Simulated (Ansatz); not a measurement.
Mulliken charges of CH$_{4}$ClFOSi (`C[Si](O)(F)Cl`) from ωB97M-V/def2-TZVPP in Ansatz (PBE0-D4/def2-TZVP geometry).

```csv
atom,x (Å),y (Å),z (Å),charge (e)
C1,-1.142,-0.179,0.512,-0.451
Si2,0.561,0.218,-0.038,0.765
O3,1.048,-0.887,-1.123,-0.368
F4,1.553,0.230,1.206,-0.297
Cl5,0.689,2.098,-0.845,-0.225
H6,-1.834,-0.142,-0.332,0.131
H7,-1.476,0.535,1.268,0.129
H8,-1.172,-1.182,0.942,0.131
H9,1.861,-0.738,-1.609,0.185
```

Problem. By hand: the dipole of these point charges (1 e Å = 4.8032 D).

Solution. Σ q r = (-0.298, -0.207, -0.069) e Å, of length 0.369 e Å = 1.77 D.

Problem. How does the dipole of the full density compare? (An estimate is asked.)

Solution. Ansatz gave: (-0.112, -0.156, -0.124) e Å, 1.10 D; the point charges give 1.61 times that, at 28° from its direction.

Point charges leave out the atoms' own dipoles, such as those of lone pairs, and Mulliken's split depends on the basis, so the two needn't agree.
